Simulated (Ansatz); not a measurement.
AlClH₆SSi₂, relaxed with RKS PBE-D4/def2-SVP in the Gaussian-basis code of Ansatz from a rough embedded geometry. The force threshold is 0.03 eV/Å; the program also tests the step.

The species carries charge 0 and has multiplicity 1. The bonds changed during the relaxation, so this is another structure than the one it started from.

Start:

```xyz
11

Si   -0.790   -1.650    0.463
Si    0.643   -0.019    0.307
S     0.477    1.211    2.029
Al    0.205    1.333   -1.574
Cl   -1.784    2.267   -1.832
H    -2.217   -1.082    0.539
H    -0.744   -2.496   -0.730
H    -0.582   -2.431    1.671
H     1.991   -0.597    0.260
H     1.525    2.065    1.616
H     1.275    1.399   -2.748
```

```
step  energy (eV)  largest force (eV/Å)  largest move (Å)
   1  -45773.7119                 1.976             0.000
   2  -45774.1503                 0.513             0.195
   3  -45774.1907                 0.104             0.072
   4  -45774.1949                 0.064             0.036
   5  -45774.1975                 0.045             0.035
   6  -45774.2010                 0.068             0.070
   7  -45774.2050                 0.025             0.127
   8  -45774.2100                 0.160             0.195
   9  -45774.2125                 0.254             0.148
  10  -45774.2194                 0.216             0.091
  11  -45774.2325                 0.111             0.194
  12  -45774.2453                 0.126             0.190
  13  -45774.2558                 0.191             0.195
  14  -45774.2675                 0.297             0.200
  15  -45774.2871                 0.311             0.193
  16  -45774.3311                 0.270             0.191
  17  -45774.3763                 0.273             0.197
  18  -45774.3947                 0.332             0.144
  19  -45774.4079                 0.214             0.126
  20  -45774.4184                 0.186             0.059
  21  -45774.4239                 0.056             0.068
  22  -45774.4259                 0.053             0.039
  23  -45774.4274                 0.059             0.048
  24  -45774.4286                 0.065             0.070
  25  -45774.4293                 0.034             0.038
  26  -45774.4297                 0.036             0.040
  27  -45774.4298                 0.033             0.024
  28  -45774.4301                 0.024             0.009
```

End:

```xyz
11

Si   -0.948   -1.830    0.585
Si    0.764   -0.410   -0.175
S     0.335    1.504    1.131
Al    0.315    1.632   -1.370
Cl   -1.705    1.845   -2.013
H    -2.253   -1.094    0.460
H    -0.988   -3.061   -0.282
H    -0.734   -2.242    2.017
H     2.116   -0.870    0.321
H     1.640    1.903    1.189
H     1.458    2.622   -1.862
```

It took 23 s on 4 threads of a server CPU on a shared host, with 0.19 GiB of host memory at the peak.
